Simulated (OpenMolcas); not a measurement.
Levels of Te by method

```json
{"Program": "OpenMolcas 26.06", "Basis": "ANO-R3 [8s7p5d4f3g2h]", "Scalar Hamiltonian": "X2C, finite nucleus", "Active space": "4 electrons in 9 orbitals (RAS2 5p; RAS3 5d 6s, at most 1 electron)", "State averaging": "2S+1 = 3 even, 3 roots; 2S+1 = 1 even, 6 roots; 2S+1 = 5 odd, 1 root; 2S+1 = 3 odd, 9 roots; 2S+1 = 1 odd, 8 roots", "Spin-orbit coupling": "RASSI with atomic mean-field integrals over the reference wave functions, term energies averaged over their components"}
```

Methods on the same reference wave functions:
A. RASSCF
B. SS-RASPT2, IPEA 0.25 Eh, imaginary shift 0.1 Eh (closed shells correlated: 4d 5s)

Energies in cm-1 above 5s2 5p4 3P2, the measured ground level; measured values from NIST Handbook of Basic Atomic Spectroscopic Data.

| Level | A | B | Measured |
| --- | --- | --- | --- |
| 5s2 5p4 3P2 | 0.0 | 0.0 | 0.0 |
| 5s2 5p4 3P1 | 4175 | 4300 | 4751 |
| 5s2 5p4 3P0 | 4744 | 4780 | 4706 |
| 5s2 5p4 1D2 | 12335 | 10300 | 10558 |
| 5s2 5p4 1S0 | 27030 | 25700 | 23198 |
| 5s2 5p3 6s 5S* 2 | 40594 | 41270 | 44253 |
| 5s2 5p3 6s 3S* 1 | 46175 | 44670 | 46653 |
| 5s2 5p3 6s 3D* 1 | 56174 | 52760 | 54684 |
| 5s2 5p3 6s 3D* 2 | 56361 | 52930 | 54880 |
| 5s2 5p3 6s 3D* 3 | 57588 | 54190 |  |
| 5s2 5p3 6s 1D* 2 | 59673 | 55610 | 57114 |

Deviations, from unrounded energies. A percentage is the sum of absolute deviations over the sum of measured energies, with the sign that they share, or ± where signs differ.

| Against measurement | Levels | A | B |
| --- | --- | --- | --- |
| mean absolute deviation (cm-1) | 9 | 1800 | 1500 |
| fine structure of the ground term (%) | 2 | ±6.5 | ±5.5 |
| other terms of the ground configuration (%) | 2 | +16.6 | ±8.2 |
| other configurations (%) | 5 | ±3.8 | -4.0 |

B lies closest to measurement on these levels. The largest miss of B in the table is 5s2 5p3 6s 5S* 2, by -3000 cm-1. The ranking rests on the paired levels alone, and a cruder setting can come out closer through cancelling errors.

From A to B the spin-free energies of the other terms of 5s2 5p4 shown, above 3P, scale by factors of 0.76 to 0.93.

The lowest spin-free term lies below A's lowest term by 0.618 hartree in B.

Term energies are means over components that CASPT2 splits; among the terms shown or strongly mixed into the levels shown the widest spread is 250 cm-1 (5s2 5p3 6s 3D*, B). ANO sets are built for valence states and can reach diffuse excited orbitals poorly, and with the s shell closed the s pⁿ⁺¹ terms that mix with these levels are absent. With the s shell closed, the reference lacks s² → p² mixing. No level of 5s2 5p3 5d was computed, though it lies in the active space. Some levels mix across a computed gap that differs much from the measured one, so their mixing is not that of the real levels (holds for A). Measured partners are found by configuration, term and J. A level has none where our copy of the source lacks it or the pairing is in doubt (some pairs that miss far off the trend of their configuration count as doubtful), and it then counts in no deviation. Only configurations of the active space appear. Levels that lie high or do not pair safely by name in every column are left out.

* marks odd parity.
